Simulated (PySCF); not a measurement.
C₃H₉FMgSi, singlet, at a GFN2-xTB geometry (such geometries of metal compounds can be far from the true shape). Base run: M062X/6-31G (PySCF).

The PySCF input:
```python
from pyscf import gto, scf, dft, solvent

mol = gto.Mole()
mol.atom = '''
    Mg    0.671543    1.311512    0.792926
    F     1.357417    2.651014    1.602775
    Si   -0.308912   -0.603301   -0.364749
    C    -2.209183   -0.607970   -0.135508
    C     0.402817   -2.233753    0.341414
    C     0.087766   -0.514673   -2.235148
    H    -2.671001   -1.452419   -0.642454
    H    -2.476935   -0.669471    0.917026
    H    -2.654611    0.300025   -0.536057
    H     0.187560   -2.327928    1.403533
    H     1.482952   -2.275312    0.219416
    H    -0.018498   -3.103412   -0.158137
    H     1.161569   -0.521683   -2.408929
    H    -0.311500    0.395197   -2.677895
    H    -0.338435   -1.357675   -2.774653
'''
mol.basis = '6-31g'
mol.charge = 0
mol.spin = 0
mol.verbose = 4
mol.build()

mf = dft.RKS(mol)
mf.xc = 'm062x'
mf.kernel()
mf.analyze()
```

Each row names what was changed in the base input (with any setting that the change needs).

| change | ΔE vs base (kcal/mol) | dipole (D) | HOMO-LUMO gap (eV) |
|---|---|---|---|
| base | 0.000 | 2.99 | 7.46 |
| model = COSMO; solvent = dichloromethane | -10.64 | 2.68 | 7.43 |
| model = ddCOSMO; solvent = dichloromethane | -19.84 | 1.81 | 7.43 |
| model = IEF-PCM; solvent = acetonitrile | -12.31 | 2.61 | 7.42 |
| model = IEF-PCM; solvent = dichloromethane; lebedev_order = 41 | -10.75 | 2.71 | 7.43 |
| model = IEF-PCM; solvent = dichloromethane; r_probe = 0.5 | ___ | ___ | ___ |
| model = SS(V)PE; solvent = dichloromethane | -10.68 | 2.73 | 7.43 |
| model = IEF-PCM; solvent = dichloromethane | -10.74 | 2.71 | 7.43 |
| model = C-PCM; solvent = dichloromethane | ___ | ___ | 7.43 |
| model = IEF-PCM; solvent = methanol | ___ | ___ | 7.42 |
| model = IEF-PCM; solvent = dichloromethane; vdw_scale = 1.4 | -5.78 | 2.92 | 7.44 |
| model = IEF-PCM; solvent = toluene | -6.03 | 2.91 | 7.44 |

Question: Some entries are withheld; supply them.

Answer: 
- model = IEF-PCM; solvent = dichloromethane; r_probe = 0.5, ΔE vs base (kcal/mol): -4.29
- model = IEF-PCM; solvent = dichloromethane; r_probe = 0.5, dipole (D): 2.95
- model = IEF-PCM; solvent = dichloromethane; r_probe = 0.5, HOMO-LUMO gap (eV): 7.45
- model = C-PCM; solvent = dichloromethane, ΔE vs base (kcal/mol): -11.30
- model = C-PCM; solvent = dichloromethane, dipole (D): 2.65
- model = IEF-PCM; solvent = methanol, ΔE vs base (kcal/mol): -12.26
- model = IEF-PCM; solvent = methanol, dipole (D): 2.62

The base is the gas phase, so ΔE is the electrostatic part of solvation at a fixed geometry, without cavity and dispersion terms.
